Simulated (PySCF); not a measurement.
Zn(NH2)(SMe) (CH5NSZn), SMILES [S](C)[Zn][NH2].

Geometry optimised at ωB97X-D3(BJ)/def2-SVP. The structure was generated by enumeration; whether it is a known compound was not checked. Other conformers were not sampled.

The numbers are results of M06-2X/def2-TZVP (PySCF), not measurements.

Symmetry labels are those of the subgroup Cs that the program uses (full group Cs).

Question: List the valence orbital energies around the gap with their symmetry. (Estimate from the structure and the level; the computed values follow.)

Answer: 
```tsv
orbital	symmetry	energy (eV)
HOMO−7	A"	-14.16
HOMO−6	A'	-13.42
HOMO−5	A"	-13.31
HOMO−4	A'	-11.84
HOMO−3	A'	-11.18
HOMO−2	A'	-9.03
HOMO−1	A'	-8.27
HOMO	A"	-7.80
LUMO	A'	-0.01
LUMO+1	A"	0.41
LUMO+2	A'	0.43
LUMO+3	A'	2.08
```
